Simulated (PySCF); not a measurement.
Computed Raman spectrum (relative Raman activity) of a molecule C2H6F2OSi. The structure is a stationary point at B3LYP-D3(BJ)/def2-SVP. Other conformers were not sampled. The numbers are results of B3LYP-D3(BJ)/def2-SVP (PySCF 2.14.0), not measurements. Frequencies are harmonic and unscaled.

Lines under 2 % of the strongest are left out, and lines within 2 cm⁻¹ are merged.

```
ν (cm⁻¹)  relative intensity
--------  ------------------
408                      3.6
519                      2.3
646                      9.8
915                      3.9
946                       17
1005                     4.9
1268                     6.6
1460                     9.8
1484                     7.0
2249                     100
2260                      70
3044                      53
3133                      25
3169                      36
```

Task: Which structure fits?
A) O[SiH](CF)CF
B) C[Si](F)(F)CO
C) COC(F)(F)[SiH3]
D) O[SiH2]CC(F)F

Result: C, COC(F)(F)[SiH3]
